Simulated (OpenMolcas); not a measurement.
Tl⁺: effect of the level shift or regulariser

| Item | Value |
| --- | --- |
| Program | OpenMolcas |
| Basis | ANO-RCC-VQZP [9s8p6d4f3g] |
| Scalar Hamiltonian | DKH2, point nucleus |
| Active space | 2 electrons in 9 orbitals (RAS2 6s 6p; RAS3 6d, at most 2 electrons) |
| State averaging | 2S+1 = 3 even, 3 roots; 2S+1 = 1 even, 6 roots; 2S+1 = 3 odd, 3 roots; 2S+1 = 1 odd, 3 roots |
| Spin-orbit coupling | state interaction with AMFI integrals over the reference wave functions, term energies averaged over their components |

Methods on the same reference wave functions:
A. RASSCF
B. SS-RASPT2, IPEA 0.25 Eh, imaginary shift 0.1 Eh (closed shells correlated: 5d)
C. SS-RASPT2, IPEA 0.25 Eh, real shift 0.2 Eh (closed shells correlated: 5d)

Energies in eV above 6s2 1S0, the measured ground level; measured values from NIST Handbook of Basic Atomic Spectroscopic Data.

```
      Level       A       B       C  Measured
    6s2 1S0  0.0000  0.0000  0.0000    0.0000
6s 6p 3P* 0  5.1723   6.283   6.277    6.1312
6s 6p 3P* 1  5.5244   6.613   6.607    6.4960
6s 6p 3P* 2  6.4410   7.552   7.545    7.6533
6s 6p 1P* 1  8.8861   9.216   9.218    9.3811
```

Deviations, from unrounded energies. A percentage is the sum of absolute deviations over the sum of measured energies, with the sign that they share, or ± where signs differ.

```json
{"Against measurement": "mean absolute deviation (cm-1)", "Levels": "4", "A": "7300", "B": "1100", "C": "1100"}
{"Against measurement": "other configurations (%)", "Levels": "4", "A": "-12.3", "B": "±1.8", "C": "±1.8"}
```

B, C lie about equally close to measurement and A furthest from it. The largest miss of C in the table is 6s 6p 1P* 1, by -1300 cm-1. The ranking rests on the paired levels alone, and a cruder setting can come out closer through cancelling errors.

Between B and C the level of the table that moves most is 6s 6p 3P* 2, by 53 cm-1 (lowest in C, highest in B). Moves below CASPT2's spread within the term are not significant.

The lowest spin-free term lies below A's lowest term by 0.425 hartree in B, 0.424 hartree in C.

The run also gave levels led by 6s 6d, which use shells meant for correlation; these and all levels above them are left out. Spin-orbit splittings of 6p shells tend to come out small when the coupling is added on scalar orbitals. Computed and measured levels are paired by configuration, term and J; levels that our copy of the source lacks, or whose pairing is in doubt (as where it misses far off the trend of its configuration), stay unpaired and out of the deviations. Only configurations of the active space appear. Levels that lie high or do not pair safely by name in every column are left out.

* marks odd parity.
